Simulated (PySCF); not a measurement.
**Löwdin shares of the frontier orbitals**

Species: C4H6B2OS.
Geometry (PBE0-D3(BJ)/def2-SVP, Å), atoms numbered from 1 in this order:
```
atom  x, y, z in Å
B1     3.0627    0.3164    1.1388
O2     2.1303   -0.3085    0.4244
B3     1.1602   -0.9128   -0.2820
C4    -0.3007   -0.4459   -0.1362
C5    -0.8362    0.5675    0.6425
C6    -2.2378    0.7006    0.5128
C7    -2.7651   -0.2161   -0.3695
S8    -1.5598   -1.2258   -1.0297
H9     3.3327   -0.1058    2.2418
H10    3.6062    1.2900    0.6649
H11    1.4717   -1.8187   -1.0219
H12   -0.2216    1.1953    1.2909
H13   -2.8408    1.4388    1.0433
H14   -3.8095   -0.3392   -0.6560
```

Theory: TDDFT wB97X-D/def2-SVPD, vertical, gas phase, core orbitals frozen in the response in PySCF.

Frontier orbitals with the atoms that hold most of them (Löwdin shares over 4%, at most four atoms; ? is withheld):

| orbital | ε (eV) | atoms |
| --- | --- | --- |
| LUMO+2 | 1.89 | B3 29%, B1 28%, S8 15%, C6 5% |
| LUMO+1 | 1.14 | B1 44%, O2 24%, H10 11%, H9 11% |
| LUMO | 0.12 | B3 18%, C4 16%, C7 15%, S8 15% |
| HOMO | ? | ? |
| HOMO-1 | -9.31 | ? |
| HOMO-2 | -10.70 | B1 30%, O2 24%, H9 17%, H10 17% |
| HOMO-3 | -11.00 | O2 26%, B3 26%, H11 18%, C4 15% |

Question: Which atoms hold the HOMO, and with what shares?

Answer: C4 (bonded to B, C and S) 27%; C7 (bonded to C, S and H) 25%; C6 (bonded to 2 C and H) 13%; C5 (bonded to 2 C and H) 12%.

Question: Which atoms hold the HOMO-1, and with what shares?

Answer: S8 (bonded to 2 C) 42%; C5 (bonded to 2 C and H) 19%; C6 (bonded to 2 C and H) 19%; C7 (bonded to C, S and H) 8%. By element: carbon 46% or more, sulfur 42%.

Question: What is the HOMO energy, and the HOMO–LUMO gap?

Answer: ε(HOMO) = -8.96 eV; the gap is 9.08 eV (0.3337 hartree).

Question: How does S1 compare with the orbital gap of 9.08 eV?

Answer: S1 is at 5.09 eV (f = 0.298), 3.99 eV below the gap, made of HOMO→LUMO (87%). Without the coupling terms of the response equations the lowest excitation would equal the gap.

Question: One configuration dominates each of S1 and S2. Which, and how do the shares of the two leading atoms of either orbital change from the occupied to the empty one?

Answer: 
- S1 (5.09 eV, f 0.298), HOMO→LUMO (87%): C4 27% → 16%, C7 25% → 15%, B3 at most 13% → 18%
- S2 (5.33 eV, f 0.075), HOMO-1→LUMO (85%): S8 42% → 15%, C5 19% → at most 16%, B3 at most 9% → 18%, C4 at most 9% → 16%

Löwdin shares depend on the basis, the more so with diffuse functions.

One conformer stands for the species.
